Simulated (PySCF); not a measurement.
# Working out the ionisation energy of Kr

Kr [Kr] (1S) → Kr+ [Ar] 3d10 4s2 4p5 (2P). All numbers are calculated (PySCF 2.14, scalar relativity through the core potential, in aug-cc-pVDZ-PP with ECP10MDF). Frozen: 3s2 3p6 3d10. Energies in hartree (1 hartree = 27.21139 eV):

| part | Kr (lower) | Kr+ (upper) |
| --- | --- | --- |
| UHF | -462.180310 | -461.697016 |
| CCSD correlation | -0.136967 | -0.111235 |
| (T) | -0.002014 | -0.001324 |

Problem. What does Hartree-Fock give?

Solution. (-461.697016) − (-462.180310) = 0.483294 hartree = 13.151 eV.

Problem. What do CCSD and CCSD(T) give?

Solution. The CCSD correlation energies differ by 0.025732 hartree = 0.700 eV and the triples by 0.000690 hartree = 0.019 eV, so CCSD gives 13.851 eV and CCSD(T) 13.870 eV.

Measured between the centres of the two terms (NIST): 14.222 eV, so CCSD(T) (valence) is off by -0.352 eV.

A double-zeta basis recovers only part of the correlation energy.

What remains against the reference includes basis incompleteness, the frozen core and higher excitations.
